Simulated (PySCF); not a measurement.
A GIAO shielding run with PySCF 2.14.0 with density-fitted response routines (density fitting, non-relativistic, gas phase) on SMILES CB(O)Cl, CH4BClO:

```
$ OMP_NUM_THREADS=1 python probes_run.py task.json out

{"job": {"kind": "nmr", "xc": "PBE0", "basis": "pcSseg-0", "pop": true}, "charge": 0, "multiplicity": 1}
C     -0.509039     0.383256     0.821417
B      0.949240     0.962109     0.832593
O      2.065200     0.257046     0.565215
Cl     1.207372     2.669932     1.237504
H     -1.162702     0.998086     0.183205
H     -0.573734    -0.662644     0.483608
H     -0.933729     0.441986     1.837272
H      1.877586    -0.661071     0.344244
```

Hardware: 1 thread of an Arm Neoverse V1, shared host. The job also computes population analyses, field gradients.

Q: How large is the calculation?

A: 40 electrons, 48 basis functions and 454 auxiliary functions.

Q: How long does it take, and how much memory does it need?

A: 2.9 s of wall time, with 12 SCF cycles and 4 response iterations; peak memory 0.47 GiB. Times on a shared host scatter by some tens of per cent.

Q: And these other runs on the same molecule and hardware: GIAO shielding at PBE0/6-311+G(2d,p); GIAO shielding at PBE0/6-31G*; GIAO shielding at PBE0/IGLO-III; GIAO shielding at PBE0/aug-cc-pVDZ; GIAO shielding at PBE0/cc-pVDZ; GIAO shielding at PBE0/cc-pVTZ?

A: PBE0/6-311+G(2d,p): 140 functions, 7.5 s; PBE0/6-31G*: 68 functions, 3.8 s; PBE0/IGLO-III: 189 functions, 11 s; PBE0/aug-cc-pVDZ: 132 functions, 7.4 s; PBE0/cc-pVDZ: 80 functions, 4.3 s; PBE0/cc-pVTZ: 180 functions, 11 s.
